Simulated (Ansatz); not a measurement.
Breaking the Ga1–H2 bond in GaH3Se (SMILES [GaH2][SeH]) (multiplicity 1 held, fragments rigid). Energies count from the point at 1.561 Å.
Geometry at that point (charge 0, multiplicity 1):
```xyz
5

Ga     0.27486     0.01122    -1.15295
H     -0.80376    -0.57602    -2.11692
H      1.66170     0.60371    -1.55588
Se    -0.30399    -0.02840     1.11359
H      0.95712     0.59005     1.55217
```

Signs of static correlation in cc-pVTZ, with CASSCF(2,2), from Ansatz (a quantum-chemistry and plane-wave program) runs.

| R (Å) | T1 of restricted CCSD | ⟨S²⟩ of UHF | largest double amplitude of restricted CCSD | weight of the CASSCF reference in MRCISD | CASSCF natural occupations |
|---|---|---|---|---|---|
| 1.249 | 0.012 | 0.000 | 0.032 | 0.897 | 1.99 0.01 |
| 1.405 | 0.012 | 0.000 | 0.032 | 0.897 | 1.98 0.02 |
| 1.561 | 0.012 | 0.000 | 0.036 | 0.896 | 1.98 0.02 |
| 1.717 | 0.012 | 0.000 | 0.035 | 0.896 | 1.97 0.03 |
| 1.873 | 0.013 | 0.000 | 0.039 | 0.896 | 1.96 0.04 |
| 2.108 | 0.014 | 0.000 | 0.091 | 0.896 | 1.93 0.07 |
| 2.342 | 0.017 | 0.244 | 0.153 | 0.896 | 1.88 0.12 |
| 2.732 | 0.026 | 0.714 | ? | 0.896 | 1.77 0.23 |
| 3.122 | ? | 0.894 | 0.389 | 0.897 | 1.61 0.39 |
| 3.591 | 0.064 | 0.971 | 0.566 | 0.897 | 1.39 0.61 |
| 4.215 | 0.089 | 0.999 | 0.775 | 0.897 | 1.19 0.81 |
| 4.996 | 0.101 | 1.005 | 0.927 | 0.897 | 1.07 0.93 |

Fill in the missing entries.


- 2.732, largest double amplitude of restricted CCSD: 0.260
- 3.122, T1 of restricted CCSD: 0.042

Doubts at one or more of the structures used: a restricted determinant that unrestricted orbitals would lower (R-CCSD(T)/cc-pVTZ); other coupled-cluster roots lie near (R-CCSD(T)/cc-pVTZ); T1 above 0.05 (R-CCSD(T)/cc-pVTZ, U-CCSD(T)/cc-pVTZ); a spin-contaminated determinant (U-CCSD(T)/cc-pVTZ).
